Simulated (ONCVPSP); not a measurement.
**Configuration tests for Al (Z = 13) (ONCV)**

aluminium, optimised norm-conserving Vanderbilt (ONCV), made with ONCVPSP 4.0.1 (LDA (Perdew-Zunger), scalar-relativistic). Core [Ne], reference 3s2 (charge +1). Waves: 3s: rc 1.75 bohr, ncon 3, nbas 6, qcut 3.8 1/bohr, 2 projectors, debl 1.5 Ha; p scattering state at 0.3 Ha: rc 1.50 bohr, ncon 3, nbas 6, qcut 6.4 1/bohr, local; d scattering state at 0.11 Ha: rc 1.50 bohr, ncon 3, nbas 7, qcut 6.5 1/bohr, 2 projectors, debl 1 Ha. Local part: the p channel. Core correction: polynomial model core, fcfact 0.15.

Energies are relative to the spin-unpolarised reference configuration 3s2; without spin polarisation the order of configurations can differ from experiment.

Task: Give the all-electron excitation energy and the error of the potential for: 3s2 3p1; 3s1; 3s2 3p0.5; 3s0 3p3.

Result:

```tsv
valence configuration	charge	ΔE all-electron (eV)	error AE − PS (meV)
3s2 3p1	0	-5.847	+65
3s1	+2	19.377	+4.6
3s2 3p0.5	+0.5	-3.722	+37
3s0 3p3	0	4.659	+195
```

Levels in the configuration 3s2 3p0.5:

```csv
level,all-electron (eV),pseudo (eV)
3s,-11.184,-11.179
3p,-5.784,-5.851
```
